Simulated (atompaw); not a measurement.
## u(r) = r·R(r): atom against pseudo-atom (W)

Columns: radius, all-electron u(r) and pseudo u(r) of the 5p shell (level -41.42 eV) of tungsten in the configuration [Kr] 4d10 4f14 5s2 5p6 5d5 6s1 6p0; PBEsol, scalar-relativistic, PAW (atompaw) scheme, atompaw 4.2.0.5.

```csv
r (bohr),all-electron,pseudo
0.102,0.1975,0.0132
0.204,0.1589,0.0520
0.306,-0.4102,0.1135
0.408,-0.5177,0.1933
0.510,-0.2391,0.2856
0.612,0.1599,0.3838
0.713,0.5177,0.4801
0.815,0.7832,0.5698
0.917,0.9466,0.6460
1.019,1.0238,0.7045
1.121,1.0362,0.7427
1.223,1.0038,0.7596
1.325,0.9430,0.7562
1.427,0.8665,0.7348
1.529,0.7831,0.6983
1.631,0.6987,0.6500
1.733,0.6172,0.5935
1.835,0.5410,0.5320
1.937,0.4712,0.4690
2.038,0.4089,0.4087
2.140,0.3529,0.3529
2.242,0.3035,0.3035
2.344,0.2603,0.2603
2.446,0.2226,0.2226
2.548,0.1901,0.1901
2.650,0.1620,0.1620
```

How many radial nodes do the two functions have?

The all-electron 5p function has n − l − 1 = 3 (the table is too coarse to show those close to the nucleus); the pseudo-wave has 0, since the states of the same l below it are removed with the core.

At about which radius was the pseudo-wave matched?

2.15 bohr. The columns agree to 0.0005 from 2.04 bohr on; several derivatives are matched, so the curves merge somewhat inside the radius.

Where does each function peak?

Outermost all-electron maximum near 1.12 bohr, pseudo maximum near 1.22 bohr (to the table’s step).

Is the pseudo-wave norm-conserving?

No, it belongs to a PAW set: the norm inside the radius is not constrained, and the difference is carried by the augmentation charge.
